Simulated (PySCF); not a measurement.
**Electron correlation in Sm (samarium, neutral)**

[Xe] 4f7 6s1, high-spin 9S determinant (an excited configuration). Computed with PySCF 2.14 in x2c-TZVPPall (11s7p7d4f2g, 113 functions), with the spin-free X2C one-electron Hamiltonian (Gaussian nucleus). Frozen: [Ar] 3d10; 34 electrons correlated.

MP2 pair energies summed by pair of shells (mhartree):

| pair | energy | share (%) |
| --- | --- | --- |
| 4d-4f | -261.15 | 20.6 |
| 4d-4d | -178.37 | 14.1 |
| 4f-5p | -177.33 | 14.0 |
| 4f-4f | -165.34 | 13.0 |
| 5p-5p | -119.35 | 9.4 |
| 4d-5p | -85.90 | 6.8 |
| 4p-4d | -55.07 | 4.3 |
| 4f-5s | -37.28 | 2.9 |
| 5s-5p | -34.42 | 2.7 |
| 4p-4f | -30.04 | 2.4 |
| 4d-5s | -29.58 | 2.3 |
| 4s-4d | -18.47 | 1.5 |
| 4p-4p | -14.66 | 1.2 |
| 5p-6s | -12.42 | 1.0 |
| 4s-4f | -10.55 | 0.8 |
| 4p-5p | -9.54 | 0.8 |
| 5s-5s | -6.11 | 0.5 |
| 4f-6s | -5.85 | 0.5 |
| 4s-4p | -5.81 | 0.5 |
| 4p-5s | -5.58 | 0.4 |
| 4s-4s | -1.71 | 0.1 |
| 4d-6s | -1.27 | 0.1 |
| 4s-5p | -1.03 | 0.1 |
| 4s-5s | -0.86 | 0.1 |
| 5s-6s | -0.58 | 0.0 |
| 4p-6s | -0.14 | 0.0 |
| 4s-6s | -0.02 | 0.0 |

Total MP2 correlation energy: -1268.4 mhartree.

Same-spin part -553.65 and opposite-spin part -714.80 mhartree; SCS-MP2 scales them by 1/3 and 6/5 to -1042.3 mhartree.

This basis was not built for core-valence correlation, so the inner-shell part is incomplete.
